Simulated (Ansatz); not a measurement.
C$_{4}$H$_{9}$O (SMILES CCC[CH]O), doublet, geometry from GFN2-xTB; Ansatz (a first-principles code) with REVPBE/STO-3G.

The Ansatz input:
Ansatz 0.2 input:
```yaml
crystal:
  periodic: [false, false, false]
  atoms:
    - {symbol: C, position_ang: [2.39287864, -0.22825278, -0.04182520]}
    - {symbol: C, position_ang: [0.94472545, -0.38108691, -0.48518080]}
    - {symbol: C, position_ang: [0.02179908, 0.62178197, 0.24243653]}
    - {symbol: C, position_ang: [-1.39310057, 0.50801669, -0.17086519]}
    - {symbol: O, position_ang: [-2.15903748, -0.41259035, 0.50925971]}
    - {symbol: H, position_ang: [3.02825774, -0.94199644, -0.56186957]}
    - {symbol: H, position_ang: [2.75476879, 0.77485085, -0.25788138]}
    - {symbol: H, position_ang: [2.48460822, -0.40246123, 1.02792542]}
    - {symbol: H, position_ang: [0.59718513, -1.39334774, -0.27242075]}
    - {symbol: H, position_ang: [0.86967313, -0.21746926, -1.56246987]}
    - {symbol: H, position_ang: [0.08492459, 0.43710470, 1.31592344]}
    - {symbol: H, position_ang: [0.38065397, 1.63339610, 0.03535177]}
    - {symbol: H, position_ang: [-1.69534850, 0.76633321, -1.17424414]}
    - {symbol: H, position_ang: [-3.03023866, -0.47844112, 0.10821545]}
basis:
  gaussian:
    orbitals: STO-3G
hamiltonian:
  xc: revpbe
magnetization: {spin_polarized: true, initial_magnetization: 1}
accuracy: high
```

It wrote (shortened):

```
Functional definition: revPBE
724 factors; integrals over basis functions are off by at most 3.7e-9 eV
mean field evaluation 1: about -6258.6541 eV, gradient 4.7e0 eV
mean field evaluation 2: about -6258.8048 eV, gradient 2.4e0 eV
mean field evaluation 4: about -6258.8485 eV, gradient 4.4e-1 eV
mean field evaluation 8: about -6258.7022 eV, gradient 1.9e-2 eV
mean field evaluation 16: about -6258.7022 eV, gradient 6.4e-6 eV
mean field -6258.70218124 eV, -230.0030628598 hartree, gradient 4.2e-8 eV, S^2 0.751717; 0 other end points of the search recorded, 0 dependent functions left out
reference -6258.70218474 eV, -230.0030629885 hartree; 21, 20 occupied and 13, 14 virtual orbitals, 724 factors
Total energy: -6258.70218474 eV, -230.0030629885 hartree
```
